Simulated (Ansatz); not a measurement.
(CuNH2)2 ring (Cu2N2H4), relaxed as a singlet with RKS r2SCAN-D4/def2-SVP in Ansatz, starting from the GFN2-xTB geometry. Force threshold 0.02 eV/Å.

The relaxation made no stability test and no search for a lower SCF solution.

Start:

```xyz
8

Cu   -0.923   -0.707   -0.315
N    -0.332   -0.257    1.545
Cu    0.923    0.708    0.316
N     0.331    0.257   -1.546
H     0.041   -1.000    2.122
H    -0.951    0.293    2.125
H     0.951   -0.294   -2.124
H    -0.040    0.999   -2.124
```

Estimate the energy that the relaxation releases and the steps that it takes.

0.15 eV, in 5 steps; 10 s on 4 threads of Arm Neoverse V2 on a shared host. No frequencies were taken in this run, so the end may be a saddle point.

Does the start keep its bonding and symmetry?

By distances, no bond broke or formed. The bond that changes most is N2–Cu3, from 2.00 to 1.97 Å (atoms count from 1). Point group D2h at the start, D2h at the end, both within 0.05 Å.

Predict the relaxed structure.


```xyz
8

Cu   -0.8503   -0.6516   -0.2906
N    -0.3378   -0.2620    1.5758
Cu    0.8502    0.6518    0.2906
N     0.3378    0.2620   -1.5758
H     0.0277   -1.0062    2.1753
H    -0.9608    0.2824    2.1777
H     0.9608   -0.2826   -2.1775
H    -0.0275    1.0061   -2.1755
```
Bond lengths (bridged metal pairs left out): 4 × Cu–N 1.97 Å; 4 × H–N 1.02 Å.
